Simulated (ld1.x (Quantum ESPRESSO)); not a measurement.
**C: one change to a PAW potential, before and after**

C, PAW, made with ld1.x (Quantum ESPRESSO) 7.5 (Wu–Cohen, scalar-relativistic). Core [He], reference 2s2 2p2. Waves: 2s (bound): rcut 0.70, rcutus 0.95 bohr; 2s channel at 2.8 Ry: rcut 0.70, rcutus 0.95 bohr; 2p (bound): rcut 1.90, rcutus 2.10 bohr; 2p channel at 0.05 Ry: rcut 1.90, rcutus 2.10 bohr. Local part: all-electron potential smoothed inside 1.10 bohr (lloc = -1). Core correction: a·sin(br)/r model core, default radius (core density twice the valence density). Augmentation charge: PSQ, inside the norm-conserving radii.

All-electron outer shells of the reference configuration (Wu–Cohen, scalar-relativistic, ld1.x):

| shell | level (eV) | outermost node (bohr) | outermost maximum (bohr) |
| --- | --- | --- | --- |
| 1s | -272.78 | – | 0.18 |
| 2s | -13.67 | 0.38 | 1.22 |
| 2p | -5.24 | – | 1.20 |

Change: non-relativistic.

Cutoffs: the cutoffs (Ry, on a coarse ladder) from which the occupation-weighted sum of valence levels, in a spherical-Bessel basis at the reference potential, stays within 10 and 1 mRy of its value at 400 Ry; they do not see the model core or the augmentation charge, which bear on the density cutoff. Errors are all-electron minus pseudo energies relative to the spin-unpolarised reference configuration.

Task: How do hardness, ghosts and transferability respond?

Result: The potential gets neither clearly harder nor softer (35 Ry and 45 Ry → 35 Ry and 45 Ry); of the 7 tests that both files solve, the error grows in 0 and shrinks in 2 by more than 15 % and 0.3 meV (median size 1.5 → 1.1 meV); neither file shows a bound ghost.

| quantity | base | changed |
| --- | --- | --- |
| cutoff, loose | 35 Ry | 35 Ry |
| cutoff, tight | 45 Ry | 45 Ry |
| bound ghosts | none | none |
| error for 2s2 2p1, meV [ΔE 10.82 eV] | -0.6 | -0.3 |
| error for 2s2 2p0, meV [ΔE 34.89 → 34.89 eV] | -2.4 | -1.8 |
| error for 2s1 2p0, meV [ΔE 82.93 → 82.92 eV] | -18 | -17 |
| error for 2s1 2p3, meV [ΔE 8.43 → 8.42 eV] | -0.5 | -0.4 |
| error for 2s1 2p2, meV [ΔE 19.53 → 19.52 eV] | -1.5 | -1.1 |
| error for 2s0 2p4, meV [ΔE 16.88 → 16.85 eV] | -2.1 | -1.8 |
| error for 2s2 2p1.5, meV [ΔE 3.94 eV] | -0.1 | 0.0 |
| s: phases at 2.29 bohr within 0.05 rad from the reference energy up to (Ry; the scan ends near 5) | to the end of the scan | to the end of the scan |
| p: phases at 2.29 bohr within 0.05 rad from the reference energy up to (Ry; the scan ends near 5) | to the end of the scan | to the end of the scan |
| lowest overlap eigenvalue by channel | s 0.57, p 0.94 | s 0.57, p 0.94 |
